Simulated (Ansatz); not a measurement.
Ansatz (an electronic-structure program) input (HF/def2-QZVPPD):
A basis named .json is the Basis Set Exchange file of that set.

Ansatz 0.2 input:
```yaml
crystal:
  periodic: [false, false, false]
  atoms:
    - {symbol: Ba, position_ang: [-0.04697795, -0.86986741, -0.32433827]}
    - {symbol: Cl, position_ang: [1.03325575, 1.71937404, -0.37303954]}
    - {symbol: Cl, position_ang: [-0.87850484, 1.14607157, 1.44144796]}
basis:
  gaussian:
    orbitals: def2-QZVPPD.json
hamiltonian:
  xc: hf
total_charge: 1
magnetization: {spin_polarized: true, initial_magnetization: 1}
```

Output:

```
Functional definition: HF
integrals: 0.16 GiB planned
1358 factors; their error is unknown
mean field: 1.15 GiB planned
mean field evaluation 1: about -25686.0977 eV, gradient 2.2e1 eV
mean field evaluation 2: about -25688.6410 eV, gradient 1.0e1 eV
mean field evaluation 4: about -25689.0085 eV, gradient 6.4e-1 eV
mean field evaluation 8: about -25689.1569 eV, gradient 4.5e-1 eV
mean field evaluation 16: about -25678.7650 eV, gradient 3.3e1 eV
mean field evaluation 32: about -25678.7733 eV, gradient 3.3e1 eV
mean field -25689.15703982 eV, -944.0591084775 hartree, gradient 1.4e-5 eV, S^2 0.780452; 0 other end points of the search recorded, 0 dependent functions left out
reference -25689.15703982 eV, -944.0591084775 hartree; 22, 21 occupied and 196, 197 virtual orbitals, 1358 factors
Total energy: -25689.15703982 eV, -944.0591084775 hartree
```
